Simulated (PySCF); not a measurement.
**Vertical excitation energies**

Species: 2,2-dimethylbutanenitrile, C₆H₁₁N.
Structure used (PBE0-D3(BJ)/def2-SVP), in Å, numbered top down from 1:
```xyz
18
C6H11N angstrom
C      2.0203    0.3837   -0.0728
C      1.0481   -0.6661    0.4364
C     -0.4479   -0.3716    0.1858
C     -1.3008   -1.4804    0.8168
C     -0.7576   -0.2605   -1.3133
C     -0.7911    0.9044    0.8341
N     -1.0518    1.9096    1.3462
H      1.9924    0.4781   -1.1686
H      1.8006    1.3734    0.3571
H      3.0511    0.1212    0.2066
H      1.2622   -1.6435   -0.0290
H      1.1881   -0.8049    1.5211
H     -1.1079   -1.5640    1.8961
H     -2.3737   -1.2874    0.6722
H     -1.0560   -2.4445    0.3455
H     -0.2114    0.5689   -1.7830
H     -1.8319   -0.0954   -1.4795
H     -0.4696   -1.1966   -1.8163
```

Computed, not measured: TDDFT wB97X-D/def2-SVPD, vertical, gas phase, core orbitals frozen in the response in PySCF 2.14.0, density-fitted response routines.

```
state  E (eV)  λ (nm)  ν̃ (cm⁻¹)       f    main configurations (H = HOMO, L = LUMO)
   S1    7.76   159.7      62600  0.0000   H-1→L+2 (23%), H→L+1 (13%), H-1→L+5 (10%)
   S2    8.11   152.9      65400  0.0036     H-1→L+2 (20%), H→L+1 (15%), H→L+2 (11%)
   S3    8.11   152.9      65410  0.0042   H→L+2 (20%), H-1→L+1 (15%), H-1→L+2 (10%)
   S4    9.08   136.5      73270   0.050                      H→L (78%), H→L+4 (10%)
   S5    9.14   135.7      73710   0.053                  H-1→L (72%), H-1→L+4 (15%)
   S6    9.34   132.7      75340  0.0061  H-3→L+1 (18%), H-3→L+2 (13%), H-2→L+1 (9%)
   S7    9.37   132.3      75610  0.0056  H-3→L+2 (22%), H-3→L+1 (10%), H-2→L+2 (8%)
   S8    9.56   129.7      77090  0.0009                                 H-2→L (62%)
   S9    9.74   127.3      78520   0.032        H-3→L (28%), H→L+4 (16%), H-4→L (9%)
  S10    9.90   125.3      79820   0.075      H→L+2 (14%), H→L+1 (13%), H-4→L+1 (8%)
```

Triplets (Tamm–Dancoff): T1 6.45 eV, H→L+2 (17%), H-1→L+1 (13%), H-1→L+3 (10%); T2 7.10 eV, H→L+2 (15%), H-1→L+1 (14%), H-1→L+2 (12%); T3 7.10 eV, H-1→L+2 (17%), H→L+1 (12%), H→L+2 (10%); T4 7.79 eV, H-1→L+2 (21%), H→L+1 (15%), H→L+3 (10%).

The lowest singlet lies at 7.76 eV (160 nm, vacuum ultraviolet) and is dark (f under 0.0005); its leading configuration is HOMO-1→LUMO+2 (23%). The most intense listed level is S10 at 9.90 eV (125 nm, f = 0.075), 2.13 eV above S1. It is the last of those listed, so stronger ones may follow. S2/S3 lie within about 0.01 eV of each other. Löwdin shares by element: HOMO carbon 47% or more, nitrogen 33% (atoms not listed hold the other 20%); LUMO carbon 43% or more (atoms not listed hold the other 57%). Of the 10 states listed, 4 reach f = 0.01 and 1 stays under 0.0005. Orbital energies (eV): HOMO-3 -11.89, HOMO-2 -11.75, HOMO-1 -11.08, HOMO -11.01, LUMO 2.08, LUMO+1 2.62, LUMO+2 2.69. The oscillator strengths of these states sum to 0.231; summed over the whole spectrum of an exact calculation they would give the number of electrons, 54 (Thomas–Reiche–Kuhn). The vertical ionisation energy (ΔSCF) is 11.25 eV, 1.35 eV above S10. The window holds the lowest 10 singlets.

Hardware: one thread, Arm Neoverse V1 (aarch64), no GPU, shared host with 32 logical CPUs at a one-minute load of 18. Cost: 5.4 min of wall time (with the writing of density and orbital grids), 1.1 GiB resident at most.

One conformer stands for the species.
